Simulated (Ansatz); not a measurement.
Two isomers of C2H9AlSi2: A = `CC[SiH]1[AlH][SiH2]1`, B = `[AlH2][C@@H]1[SiH2][C@H]1[SiH3]`.

Calculated with Ansatz (gas phase, PBE0-D4/def2-TZVP geometries, no zero-point term in ΔE). CCSD(T)/CBS is the MP2 limit (def2-TZVPP, def2-QZVPP) plus CCSD(T) − MP2 in def2-TZVPP, frozen cores. DFT in def2-TZVPP. B3LYP here is the variant with VWN-RPA as its local correlation; programs differ in this. One conformer a species, not always the lowest.

A:

Z-matrix (Å, degrees):
```
C
C 1 1.525
H 1 1.093 2 111.3
H 1 1.093 2 111.3 3 -120.2
H 1 1.093 2 111.4 3 119.8
Si 2 1.886 1 113.3 3 -60.1
H 2 1.095 1 110.8 3 179.1
H 2 1.094 1 110.9 3 61.1
Si 6 2.327 2 132.3 1 169.5
Al 6 2.397 2 145.2 1 69.2
H 6 1.508 2 110.9 1 -60.6
H 9 1.491 6 128.6 2 84.6
H 9 1.499 6 107.4 2 -49.0
H 10 1.588 6 152.7 2 -58.8
```

B:

```xyz
14

Al    0.9338   -2.2183   -0.9334
C    -0.0344   -0.8604    0.0092
Si   -0.8233    0.3133   -1.2220
C     0.3799    0.6259    0.1356
Si   -0.1538    1.5574    1.6450
H     0.4120   -3.7160   -0.8945
H     2.1826   -1.7838   -1.8151
H    -0.7641   -1.1973    0.7469
H    -0.3310    0.3176   -2.6169
H    -2.2427    0.6841   -1.0595
H     1.3930    0.8476   -0.1990
H    -1.5999    1.2900    1.8816
H     0.5967    1.1205    2.8558
H     0.0512    3.0195    1.4662
```

**Question.** Which is lower in electronic energy at CCSD(T)/CBS, and by how much? (Estimate.)

**Answer.** Computed: B, by 5.2 kJ/mol.

**Question.** Give E(B) − E(A) in kJ/mol with B3LYP, CCSD/def2-TZVPP, PBE-D4, B3LYP-D4, CCSD(T)/def2-TZVPP, r2SCAN-D4, PBE0-D4. (An estimate is asked.)

**Answer.** Computed: B3LYP 3.4, CCSD/def2-TZVPP -5.4, PBE-D4 32.3, B3LYP-D4 -3.6, CCSD(T)/def2-TZVPP -2.6, r2SCAN-D4 10.6, PBE0-D4 24.6. The order is the other way round with B3LYP, PBE-D4, r2SCAN-D4, PBE0-D4.

Largest T1 diagnostic: 0.013.

From PBE to PBE0 (25 % exact exchange), in def2-TZVPP and without D4, E(B) − E(A) moves by −8.4 kJ/mol. The D4 term adds −7.0 kJ/mol with B3LYP and −3.5 kJ/mol with PBE0; it sums over pairs of atoms, weighted by their polarisabilities, and B3LYP, whose exchange is more repulsive, gets the larger term.
